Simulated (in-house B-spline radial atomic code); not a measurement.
RPA and G0W0 on CAM-B3LYP: Yb

Configuration [Xe] 4f14 6s2, mean-field start CAM-B3LYP. Computed with an all-electron radial atomic-structure program (B-spline basis): all electrons, scalar-relativistic (spin-free one-electron X2C), finite nucleus, each spin shell either full or empty, empty states to l = 9 with an (l + 1/2)⁻⁴ tail; G0W0 by contour deformation at full frequency.

Without the two-electron picture change, the correlation of inner shells comes somewhat too large for so heavy an element.

Command:
```bash
python run_gw.py task.json out
```
Settings (radii: box in bohr, nucleus in fm):
```
Z                        70
electrons                70
configuration            [Xe] 4f14 6s2
hamiltonian              x2c
method                   camb3lyp
lmax                     9
rms_radius               5.3108
spin_polarised           False
box_radius               40
intervals                72
ion_configuration        [Xe] 4f14 6s1
```

Cost of the run: 30 s on 1 thread of Arm Neoverse N1 (shared host).

Energies (hartree):

```
                                     term         value
                         mean-field total  -14060.65397
Hartree-Fock functional on these orbitals  -14054.61504
                      direct second order        -7.841
                    second-order exchange        1.8926
                         SOSEX correction        1.7083
```

Question: What is the RPA correlation energy, and what remains with SOSEX?

Answer: RPA gives -6.3683 hartree (-2.48 eV per electron); RPA + SOSEX gives -4.66, and the second-order doubles -5.9485 hartree (no singles). SOSEX takes back 27 % of the RPA value.

Quasi-particle levels (eV):

| level | occupied | mean field | Σx - vxc | Σc | QP weight | G0W0 |
| --- | --- | --- | --- | --- | --- | --- |
| 6s | yes | -5.333 | 0.12 | ? | ? | ? |

G0W0 = mean field + (Σx - vxc) + Σc, with Σc (partial-wave tail included) taken at the quasi-particle energy. Only the outer levels were computed. Levels of low weight are left out.

Question: Where does G0W0 put 6s?

Answer: At -6.387 eV, with Σc = -1.17 eV and a quasi-particle weight of 0.918. The tabulated removal energy is 6.254 eV (NIST, measured); the calculation leaves out spin-orbit coupling, Breit and QED terms, and what these don't explain is the method's own error.

Question: What does it cost to remove one electron (to [Xe] 4f14 6s1) by differences of total energies, each species on its own start (correlation terms add to the Hartree-Fock functional)?

Answer: CAM-B3LYP 6.286 eV, Hartree-Fock functional 5.043 eV, + RPA 6.300 eV, + RPA + SOSEX 6.025 eV, + second order 6.922 eV. Tabulated: 6.254 eV (NIST, measured); the calculation leaves out spin-orbit coupling, Breit and QED terms, and what these don't explain is the method's own error.
